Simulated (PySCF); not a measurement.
CH3Se, SMILES C[Se] (connectivity only; charge and spin as stated), charge -1, multiplicity 1. Atoms are numbered in the order given.

```xyz
5

C      0.0000     0.0000    -1.5338
Se     0.0000     0.0000     0.4401
H      0.8858     0.5114    -1.9202
H     -0.8858     0.5114    -1.9202
H      0.0000    -1.0228    -1.9202
```
Charge -1, spin multiplicity 1.

Geometry: PBE0-D3(BJ)/def2-TZVPD. The multiplicity is an assumed one; other spin states were not compared. The isomer is the one that the SMILES or the coordinates give; other isomers of the formula were not compared.

All values below come from HF/def2-TZVPD (PySCF).

Symmetry labels are those of the subgroup Cs that the program uses (full group C3v).

Computed valence orbital energies around the gap with their symmetry:
```json
[
 {"orbital": "HOMO−7", "symmetry": "A\"", "energy (eV)": "-63.45"},
 {"orbital": "HOMO−6", "symmetry": "A'", "energy (eV)": "-21.02"},
 {"orbital": "HOMO−5", "symmetry": "A'", "energy (eV)": "-15.33"},
 {"orbital": "HOMO−4", "symmetry": "A\"", "energy (eV)": "-10.33"},
 {"orbital": "HOMO−3", "symmetry": "A'", "energy (eV)": "-10.33"},
 {"orbital": "HOMO−2", "symmetry": "A'", "energy (eV)": "-6.03"},
 {"orbital": "HOMO−1", "symmetry": "A'", "energy (eV)": "-2.17"},
 {"orbital": "HOMO", "symmetry": "A\"", "energy (eV)": "-2.17"},
 {"orbital": "LUMO", "symmetry": "A'", "energy (eV)": "4.84"},
 {"orbital": "LUMO+1", "symmetry": "A'", "energy (eV)": "5.63"},
 {"orbital": "LUMO+2", "symmetry": "A\"", "energy (eV)": "5.63"},
 {"orbital": "LUMO+3", "symmetry": "A'", "energy (eV)": "6.06"}
]
```
